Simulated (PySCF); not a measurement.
A PySCF script (with the pyscf-properties extension) for the NMR shieldings of SMILES C(C)(C)(C)CPCO, C6H15OP, on a PBE0-D3(BJ)/def2-SVP geometry:

```python
import basis_set_exchange as bse
import numpy as np
from pyscf import gto, dft
from pyscf.prop import nmr

atoms = """
C    -1.399568   -0.824562   -1.358103
C    -1.113777   -0.063048   -0.062004
C    -2.058653   -0.555222    1.037246
C    -1.333171    1.434579   -0.284740
C     0.331166   -0.327232    0.393545
P     1.665466    0.144600   -0.817002
C     3.118218    0.016816    0.358194
O     3.124562    1.092908    1.256032
H    -2.444762   -0.683930   -1.675837
H    -1.227395   -1.905795   -1.231872
H    -0.753602   -0.472061   -2.179395
H    -3.110294   -0.372485    0.764718
H    -1.860423   -0.037564    1.989246
H    -1.937623   -1.636496    1.210999
H    -2.366846    1.633803   -0.608655
H    -1.155388    2.000910    0.643709
H    -0.652171    1.828378   -1.055176
H     0.447732   -1.383179    0.690413
H     0.558522    0.282161    1.285992
H     1.866480   -1.114950   -1.463604
H     4.048393   -0.051313   -0.240291
H     3.051257   -0.901858    0.962236
H     3.146380    1.907699    0.740183
"""
names = dict.fromkeys(["C", "P", "O", "H"], "pcSseg-1")
basis = {el: gto.basis.parse(bse.get_basis(n, elements=[el], fmt="nwchem")) for el, n in names.items()}
mol = gto.M(atom=atoms, basis=basis, charge=0, verbose=0)
mf = dft.RKS(mol, xc="PBE0")
mf.grids.level = 2
mf.grids.alignment = dft.numint.BLKSIZE   # the property module wants whole blocks of grid points
mf.conv_tol = 1e-9
mf.kernel()

calc = nmr.RKS(mf)   # GIAO
C = mf.mo_coeff
Co = C[:, mf.mo_occ > 0]
resp = mf.gen_response(singlet=True, hermi=2)
def vind(x):   # induced exchange potential for any number of trial vectors
    d = np.einsum("pi,xij,qj->xpq", C, 2 * x.reshape(-1, C.shape[1], Co.shape[1]), Co, optimize=True)
    return np.einsum("xpq,pi,qj->xij", resp(d - d.transpose(0, 2, 1)), C, Co, optimize=True).ravel()
mo1, _ = nmr.rhf.solve_mo1(calc, with_cphf=vind)
sigma = calc.kernel(mo1)
for i, s in enumerate(sigma):   # ppm
    print("%2d %-2s %9.2f" % (i, mol.atom_pure_symbol(i), np.trace(s) / 3))
```

Task: What does it print?

Result: 
```
 0 C     153.58
 1 C     154.04
 2 C     149.30
 3 C     155.21
 4 C     146.51
 5 P     414.46
 6 C     123.23
 7 O     307.74
 8 H      30.42
 9 H      30.48
10 H      30.26
11 H      30.19
12 H      30.22
13 H      30.31
14 H      30.50
15 H      30.61
16 H      29.38
17 H      29.38
18 H      29.88
19 H      27.94
20 H      27.12
21 H      27.15
22 H      32.05
```

These numbers come from an equivalent density-fitted implementation of the same equations, which agrees with the script to about 0.01 ppm for H and up to a few tenths of a ppm for heavy atoms, so last digits may differ.

Size and cost of the density-fitted run: 218 basis functions, 32 s wall time on 1 thread of an Intel Xeon 6975P-C, shared host; peak memory 1 GiB.
